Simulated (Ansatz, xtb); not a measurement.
CH3STe+: where a starting geometry ends

The starting geometry of this gas-phase singlet has its atoms placed at random.

```yaml
atoms:
  - { symbol: C, position_ang: [-0.2041, -0.3827, 1.1075] }
  - { symbol: S, position_ang: [-1.9457, 0.1616, -0.2350] }
  - { symbol: Te, position_ang: [0.1956, 0.6273, -1.4472] }
  - { symbol: H, position_ang: [0.5385, -1.0275, 0.2520] }
  - { symbol: H, position_ang: [-1.5245, 0.5110, -1.4025] }
  - { symbol: H, position_ang: [-0.0044, 0.9439, 0.8789] }
```

Task: One run relaxed it with r2SCAN-D4/def2-SVP. What is a likely outcome?

Result: It ends as `C1[SH+][Te]1`. Distances that change by over a tenth: C1–H4 (1.30 → 1.10 Å). Contacts that open: Te3–H5 (1.72 → 3.03 Å). Contacts that close: C1–S2 (2.27 → 1.83 Å), C1–Te3 (2.78 → 2.16 Å), C1–H6 (1.36 → 1.10 Å).

The energy falls by 6.91 eV over 15 steps:

```csv
step,E − E(last) (eV)
1,6.908
3,3.134
4,2.184
6,1.049
7,0.791
9,0.261
10,0.051
12,0.002
13,0.000
15,0.000
```

Final geometry (Å):

```yaml
atoms:
  - { symbol: C, position_ang: [-0.0620, 0.0512, 0.3471] }
  - { symbol: S, position_ang: [-1.6716, 0.5721, -0.3503] }
  - { symbol: Te, position_ang: [0.4963, 1.2698, -1.3527] }
  - { symbol: H, position_ang: [0.1272, -1.0276, 0.2820] }
  - { symbol: H, position_ang: [-1.9281, -0.5350, -1.1074] }
  - { symbol: H, position_ang: [0.0936, 0.5033, 1.3347] }
```

From the same start GFN2-xTB reaches the same bonding as this run.

From so rough a start the end depends on the optimiser's path, so another program may land elsewhere. No frequencies were run, so the end isn't proven a minimum. Atoms past krypton carry core potentials, without spin–orbit terms. Run with Ansatz 0.2.0, 18 s on 2 threads of Arm Neoverse V2, with other jobs on the host.
